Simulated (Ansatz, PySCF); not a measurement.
This singlet lies 2.15 eV below the relaxed triplet at the level B3LYP-D3(BJ)/def2-TZVPD // B3LYP-D3(BJ)/def2-SVPD (PySCF).

These are frozen-core CCSD(T)/aug-cc-pVTZ // B3LYP-D3(BJ)/def2-SVPD in Ansatz (a first-principles code) values and carry that method's errors.

Ansatz 0.2 input:
```yaml
crystal:
  periodic: [false, false, false]
  atoms:
    - { symbol: O, position_ang: [-0.828778, 0.398262, 0.015165] }
    - { symbol: B, position_ang: [0.530035, 0.699057, -0.00594] }
    - { symbol: F, position_ang: [1.246484, -0.520173, -0.022472] }
    - { symbol: H, position_ang: [-0.947742, -0.577146, 0.013247] }
basis:
  gaussian: { orbitals: aug-cc-pVTZ }
correlation:
  method: ccsd_t
total_charge: -1
```

Output:

```
Functional definition: HF
972 factors; integrals over basis functions are off by at most 1.3e-3 eV
mean field evaluation 1: about -5432.3025 eV, gradient 2.1e1 eV
mean field evaluation 2: about -5432.3031 eV, gradient 2.1e1 eV
mean field evaluation 4: about -5433.5013 eV, gradient 3.2e0 eV
mean field evaluation 8: about -5433.5373 eV, gradient 7.6e-4 eV
mean field evaluation 16: about -5433.5338 eV, gradient 7.6e-1 eV
mean field -5433.53730784 eV, -199.6788130793 hartree, gradient 9.4e-6 eV, S^2 0.000000; 0 other end points of the search recorded, 0 dependent functions left out
3 core orbitals not correlated
reference -5433.53730784 eV, -199.6788130793 hartree; 9, 9 occupied and 149, 149 virtual orbitals, 972 factors
second order -16.90540521 eV of doubles, -0.00000000 eV of singles
cycle   1  -16.56832548 eV  change    3.4e-1 eV  update   1.0e-1
cycle   2  -16.97121596 eV  change   -4.0e-1 eV  update   3.4e-2
cycle   3  -17.08189044 eV  change   -1.1e-1 eV  update   2.1e-2
cycle   4  -17.06463964 eV  change    1.7e-2 eV  update   7.0e-3
cycle   5  -17.05585219 eV  change    8.8e-3 eV  update   4.7e-3
cycle   6  -17.05937081 eV  change   -3.5e-3 eV  update   2.3e-3
cycle   7  -17.05981590 eV  change   -4.5e-4 eV  update   1.1e-3
cycle   8  -17.05909571 eV  change    7.2e-4 eV  update   4.3e-4
cycle   9  -17.05922254 eV  change   -1.3e-4 eV  update   1.4e-4
cycle  10  -17.05936806 eV  change   -1.5e-4 eV  update   4.8e-5
cycle  11  -17.05928899 eV  change    7.9e-5 eV  update   2.1e-5
cycle  12  -17.05930122 eV  change   -1.2e-5 eV  update   8.5e-6
perturbative correction -0.67438428 eV, -0.0247831651 hartree
Total energy: -5451.27099333 eV, -200.3305140009 hartree
```

Cost: about 28 core-seconds (a rough figure).
